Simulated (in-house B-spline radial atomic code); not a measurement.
Ionisation energies with and without relativity, with size and susceptibility from the Dirac run. Dirac energy differences include first-order Breit, QED and recoil terms. NIST's values go from ground level to ground level; the uncertainty of those that are theory runs from under 0.1 % in few-electron ions to several per cent in heavy many-electron ones. Computed with an all-electron radial atomic-structure program (B-spline basis): non-relativistic Hartree-Fock and Dirac-Hartree-Fock, averages of the configuration (point nuclei without relativity, finite nuclei with it).

| ion | configuration | configuration after | ionisation non-relativistic (eV) | ionisation Dirac Breit and QED (eV) | tabulated value (eV) | radius at density 0.001 (bohr) | diamagnetic susceptibility (10⁻⁶ cm³/mol) |
| --- | --- | --- | --- | --- | --- | --- | --- |
| Ag+ | [Kr] 4d10 | [Kr] 4d9 | 20.307 | 19.895 | 21.4844 | 3.509 | -27.24 |
| Cd+ | [Kr] 4d10 5s1 | [Kr] 4d10 | 14.824 | 15.543 | 16.90831 | 3.902 | -30.473 |
| In+ | [Kr] 4d10 5s2 | [Kr] 4d10 5s1 | 16.284 | 17.019 | 18.87041 | 4.074 | -32.729 |
| Sn+ | [Kr] 4d10 5s2 5p1 | [Kr] 4d10 5s2 | ? | ? | ? | ? | ? |
| Sb+ | [Kr] 4d10 5s2 5p2 | [Kr] 4d10 5s2 5p1 | 15.374 | 15.401 | 16.626 | 4.318 | -38.456 |
| Te+ | [Kr] 4d10 5s2 5p3 | [Kr] 4d10 5s2 5p2 | 17.148 | 17.187 | 18.6 | 4.282 | -39.644 |
| I+ | [Kr] 4d10 5s2 5p4 | [Kr] 4d10 5s2 5p3 | ? | ? | ? | ? | ? |
| Xe+ | [Kr] 4d10 5s2 5p5 | [Kr] 4d10 5s2 5p4 | ? | ? | ? | ? | ? |
| Cs+ | [Kr] 4d10 5s2 5p6 | [Kr] 4d10 5s2 5p5 | 22.697 | 22.785 | 23.15745 | 4.042 | -40.568 |
| Ba+ | [Xe] 6s1 | [Kr] 4d10 5s2 5p6 | 9.061 | 9.359 | 10.00383 | 4.752 | -53.613 |

Task: Fill in the row of Sn+.

Result: ionisation non-relativistic (eV): 13.627; ionisation Dirac Breit and QED (eV): 13.645; tabulated value (eV): 14.63307; radius at density 0.001 (bohr): 4.279; diamagnetic susceptibility (10⁻⁶ cm³/mol): -36.374.

Task: Fill in the row of I+.

Result: ionisation non-relativistic (eV): 18.956; ionisation Dirac Breit and QED (eV): 19.009; tabulated value (eV): 19.13126; radius at density 0.001 (bohr): 4.213; diamagnetic susceptibility (10⁻⁶ cm³/mol): -40.277.

Task: Fill in the row of Xe+.

Result: ionisation non-relativistic (eV): 20.805; ionisation Dirac Breit and QED (eV): 20.874; tabulated value (eV): 20.975; radius at density 0.001 (bohr): 4.13; diamagnetic susceptibility (10⁻⁶ cm³/mol): -40.546.
